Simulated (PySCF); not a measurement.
Delta-SCF ions had no search for a lower state. Excitations are Tamm–Dancoff values on a coarser integration grid. The basis has no diffuse functions, so Rydberg states are missing or too high.

# Cl3Ga, SMILES `[Ga]([Cl])([Cl])[Cl]` (charge 0, multiplicity 1)

All values below come from PBE-D3(BJ)/def2-TZVP in PySCF.

- HOMO: -8.01 eV
- dipole moment: 0.00 D
- HOMO–LUMO gap: 4.96 eV
- LUMO: -3.06 eV
- S1 excitation (TDA): 5.12 eV
- S1 oscillator strength: 0.000
- T1 excitation (TDA): 4.80 eV
- S1–T1 gap (TDA): 0.32 eV
- vertical ionisation energy (Delta-SCF): 10.88 eV
- total energy: -89928.56 eV
- cost: around 60 core-seconds (rough)

Bonds (Å): Cl1–Ga2 2.129, Ga2–Cl3 2.129, Ga2–Cl4 2.129. Angles (°): Cl1–Ga2–Cl3 120.0, Cl1–Ga2–Cl4 120.0, Cl3–Ga2–Cl4 120.0.
Charge 0, spin multiplicity 1.
